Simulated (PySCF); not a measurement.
Gas-phase reaction: WOF₄ + 3 O + H₂ ⇌ WO₂(OH)₂ + 2 F₂

Method: PySCF energies (xtb for GFN2) plus ideal-gas RRHO corrections (1 bar). † marks an energy on the PBE0/def2-TZVP geometry and frequencies; other levels use their own. CCSD(T) freezes the core. Open shells (unrestricted): O (multiplicity 3); the rest are closed-shell singlets. GFN2 has no spin-polarisation term. Spin-orbit splitting is ignored; it lowers the true energy and changes the entropy of O. W: scalar-relativistic def2 core potential, no spin-orbit coupling. CCSD(T) isn't extrapolated to the basis-set limit. Warning, large T1 diagnostic: WO₂(OH)₂, WOF₄ (CCSD(T)/def2-SVP†). Warning, point group unlike the PBE0 one: WO₂(OH)₂ (GFN2-xTB).

PBE0/def2-SVP† gives ΔH°(298 K) = -193 kJ.

Q: What do r2SCAN/def2-TZVP†, CCSD(T)/def2-SVP†, GFN2-xTB give?

A: r2SCAN/def2-TZVP†: -214 kJ; CCSD(T)/def2-SVP†: -111 kJ; GFN2-xTB: -1004 kJ. For scale, ΔH°(298 K) is -193 kJ at this level, -218 kJ at ωB97M-V/def2-TZVP†, and runs from -1004 to 521 kJ over the 18 levels computed.
